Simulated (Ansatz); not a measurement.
H₄S₄Ti, SMILES `[SH][Ti]([SH])([SH])[SH]`, relaxed with RKS PBE-D4/def2-SVP in Ansatz from a rough embedded geometry. The force threshold is 0.03 eV/Å; the program also tests the step.

Total charge 0; spin multiplicity 1.

Start:

```xyz
9

S    -1.182   -0.413   -1.790
Ti    0.044   -0.244    0.234
S    -1.461   -0.569    2.037
S     0.955    1.913    0.426
S     1.763   -1.896    0.305
H     0.040   -0.341   -2.599
H    -2.059    0.687    1.909
H    -0.282    2.532    0.467
H     2.183   -1.669   -0.989
```

Task: By how much does the energy fall, and how many steps does the optimiser take? (Best estimate.)

Result: Computed: 45.28 kJ/mol, in 7 steps.

Task: Which bonds change most? (An estimate is asked.)

Result: Ansatz gave: Ti2–S5 from 2.386 to 2.275 Å; S1–H6 from 1.468 to 1.371 Å; Ti2–S3 from 2.371 to 2.275 Å; S1–Ti2 from 2.372 to 2.286 Å.

Task: Give the relaxed structure. (Estimate.)

Result: The calculation gave: 
```xyz
9

S    -1.016   -0.462   -1.784
Ti    0.025   -0.255    0.241
S    -1.496   -0.742    1.861
S     0.855    1.867    0.438
S     1.761   -1.706    0.477
H     0.045    0.210   -2.333
H    -1.670    0.598    2.071
H    -0.327    2.317   -0.089
H     1.824   -1.827   -0.883
```
